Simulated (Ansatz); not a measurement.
Basis-set extrapolation for ClH6NSi2, SMILES `N[SiH2][SiH2]Cl` (PBE0-D4/def2-TZVP geometry, frozen core, Ansatz 0.2.0). Multiplicity 1, RHF reference.

```
                       def2-TZVPP    def2-QZVPP
                 HF  -1095.444730  -1095.478628
    MP2 correlation     -0.652454     -0.707215
CCSD(T) correlation     -0.738477       not run
```

Energies in hartree. Use E(X) = E(∞) + A·exp(−7.88·√X) for Hartree–Fock and E(X) = E(∞) + B·X^(−2.97) for correlation, with X = 3 and 4, and add CCSD(T) minus MP2 of the smaller set to the MP2 limit.

Task: What is the CCSD(T) energy at the basis-set limit?

Result: HF limit: -1095.478628 + (-0.033898) × 0.13774 = -1095.48330. MP2 limit: -0.707215 + (-0.054761) × 0.74074 = -0.74778. Higher-order term: -0.738477 − (-0.652454) = -0.08602. Total: -1096.31710 hartree, 351.5 kJ/mol below CCSD(T)/def2-TZVPP.
